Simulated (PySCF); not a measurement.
1-isocyanato-1-silacyclopent-3-ene, C5H7NOSi.
SMILES with atom numbers: `[O:1]=[C:2]=[N:3][SiH:4]1[CH2:5][CH:6]=[CH:7][CH2:8]1` (hydrogens: H9 on Si4; H10, H11 on C5; H12 on C6; H13 on C7; H14, H15 on C8)

The same species was optimised twice, with GFN2-xTB and with PBE0-D3(BJ)/def2-SVP (PySCF), and the same property calculations (PySCF, gas phase) were run on both structures.

```json
{"coordinate": "C6=C7 (Å)", "GFN2-xTB": "1.322", "PBE0-D3(BJ)/def2-SVP": "1.342", "change": "+0.020"}
{"coordinate": "Si4–C5 (Å)", "GFN2-xTB": "1.907", "PBE0-D3(BJ)/def2-SVP": "1.889", "change": "-0.018"}
{"coordinate": "Si4–C8 (Å)", "GFN2-xTB": "1.907", "PBE0-D3(BJ)/def2-SVP": "1.890", "change": "-0.017"}
{"coordinate": "O1=C2 (Å)", "GFN2-xTB": "1.156", "PBE0-D3(BJ)/def2-SVP": "1.169", "change": "+0.013"}
{"coordinate": "C2=N3 (Å)", "GFN2-xTB": "1.188", "PBE0-D3(BJ)/def2-SVP": "1.196", "change": "+0.008"}
{"coordinate": "C5–C6 (Å)", "GFN2-xTB": "1.502", "PBE0-D3(BJ)/def2-SVP": "1.507", "change": "+0.005"}
{"coordinate": "C7–C8 (Å)", "GFN2-xTB": "1.502", "PBE0-D3(BJ)/def2-SVP": "1.507", "change": "+0.005"}
{"coordinate": "N3–Si4 (Å)", "GFN2-xTB": "1.729", "PBE0-D3(BJ)/def2-SVP": "1.728", "change": "-0.001"}
{"coordinate": "C2–N3–Si4 (°)", "GFN2-xTB": "153.7", "PBE0-D3(BJ)/def2-SVP": "177.8", "change": "+24.1"}
{"coordinate": "O1–C2–N3 (°)", "GFN2-xTB": "175.2", "PBE0-D3(BJ)/def2-SVP": "179.9", "change": "+4.7"}
{"coordinate": "C5–Si4–C8 (°)", "GFN2-xTB": "93.6", "PBE0-D3(BJ)/def2-SVP": "96.4", "change": "+2.8"}
{"coordinate": "Si4–C8–C7 (°)", "GFN2-xTB": "104.0", "PBE0-D3(BJ)/def2-SVP": "102.0", "change": "-2.0"}
{"coordinate": "Si4–C5–C6 (°)", "GFN2-xTB": "104.0", "PBE0-D3(BJ)/def2-SVP": "102.0", "change": "-2.0"}
{"coordinate": "N3–Si4–C5 (°)", "GFN2-xTB": "112.6", "PBE0-D3(BJ)/def2-SVP": "111.1", "change": "-1.5"}
{"coordinate": "N3–Si4–C8 (°)", "GFN2-xTB": "112.4", "PBE0-D3(BJ)/def2-SVP": "111.0", "change": "-1.4"}
{"coordinate": "C5–C6–C7 (°)", "GFN2-xTB": "119.0", "PBE0-D3(BJ)/def2-SVP": "119.3", "change": "+0.3"}
```

Rotational constants: A = 3367, B = 996.7, C = 985.6 MHz (GFN2-xTB) against A = 3672, B = 945.5, C = 912.1 MHz (PBE0-D3(BJ)/def2-SVP).

On the GFN2-xTB structure: HOMO (eV) -7.35 [PBE0/pcSseg-1]; LUMO (eV) 0.48 [PBE0/pcSseg-1]; dipole (D) 2.53 [PBE0/pcSseg-1]; GIAO shielding of O1 (ppm) 195.8 [PBE0/pcSseg-1]; GIAO shielding of C2 (ppm) 57.1 [PBE0/pcSseg-1]; GIAO shielding of N3 (ppm) 222.5 [PBE0/pcSseg-1]; GIAO shielding of Si4 (ppm) 358.8 [PBE0/pcSseg-1]; GIAO shielding of C5/C8 (mean) (ppm) 163.3 [PBE0/pcSseg-1]; GIAO shielding of C6/C7 (mean) (ppm) 49.3 [PBE0/pcSseg-1].

Question: What do these properties become on the PBE0-D3(BJ)/def2-SVP structure?

Answer: 
```tsv
property	level	on GFN2-xTB	on PBE0-D3(BJ)/def2-SVP	change
HOMO (eV)	PBE0/pcSseg-1	-7.35	-7.34	+0.01
LUMO (eV)	PBE0/pcSseg-1	0.48	0.25	-0.23
dipole (D)	PBE0/pcSseg-1	2.53	2.64	+0.11
energy, GFN2-xTB geometry as zero (kcal/mol)	PBE0/pcSseg-1	0.0	-2.2	-2.2
GIAO shielding of O1 (ppm)	PBE0/pcSseg-1	195.8	193.0	-2.8
GIAO shielding of C2 (ppm)	PBE0/pcSseg-1	57.1	57.3	+0.2
GIAO shielding of N3 (ppm)	PBE0/pcSseg-1	222.5	221.5	-1.0
GIAO shielding of Si4 (ppm)	PBE0/pcSseg-1	358.8	360.9	+2.1
GIAO shielding of C5/C8 (mean) (ppm)	PBE0/pcSseg-1	163.3	163.5	+0.2
GIAO shielding of C6/C7 (mean) (ppm)	PBE0/pcSseg-1	49.3	44.4	-4.9
```

The heavy atoms differ by 0.172 Å rms after alignment. Among bonds between heavy atoms C6=C7 changes most (+0.020 Å). Changes are differences of the printed values. Neither structure is proved a minimum here.
